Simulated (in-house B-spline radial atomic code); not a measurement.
What moves the levels of the magnesium ion Mg⁶⁺ ([He] 2s2 2p2)? Computed with a B-spline radial code for spherical atoms: Dirac-Hartree-Fock, average of configuration, Fermi nucleus of rms radius 3.057 fm.

Baseline run (computed): total energy -180.2226 hartree, 1s1/2 at -56.34425 hartree, 2p3/2 at -223.44 eV with <r> = 0.5463 bohr.

Scaling the speed of light c (a factor of 100 is close to the non-relativistic limit):

```json
{"c/c0": "0.9", "ΔE (hartree)": "-0.074912", "2p3/2 level (eV)": "-223.43", "2p3/2 <r> (bohr)": "0.5462"}
{"c/c0": "0.98", "ΔE (hartree)": "-0.013159", "2p3/2 level (eV)": "-223.441", "2p3/2 <r> (bohr)": "0.5463"}
{"c/c0": "1.02", "ΔE (hartree)": "0.012389", "2p3/2 level (eV)": "-223.446", "2p3/2 <r> (bohr)": "0.5463"}
{"c/c0": "1.2", "ΔE (hartree)": "0.097386", "2p3/2 level (eV)": "-223.461", "2p3/2 <r> (bohr)": "0.5463"}
{"c/c0": "100", "ΔE (hartree)": "0.31786", "2p3/2 level (eV)": "-223.5", "2p3/2 <r> (bohr)": "0.5463"}
```

Changing the nucleus:

```tsv
nucleus	ΔE (eV)
Gaussian nucleus of rms radius 0.01 fm	-0.0027
Fermi nucleus of rms radius 2.9959 fm	-0.000106
Fermi nucleus of rms radius 3.1181 fm	0.000109
```

A larger nucleus binds the electrons less, roughly as the density at the nucleus times the change of the nuclear <r²>. A radius of 0.01 fm is nearly a point.

Question: The nuclear charge is raised by 0.1. What does the Hellmann-Feynman theorem predict for the energy, and what is found?

Answer: dE/dZ ≈ -Σ<1/r>, which is -32.8313 at the start and -33.1344 at the end; their mean times 0.1 is -3.2983 hartree, and the two runs differ by -3.2983 hartree.
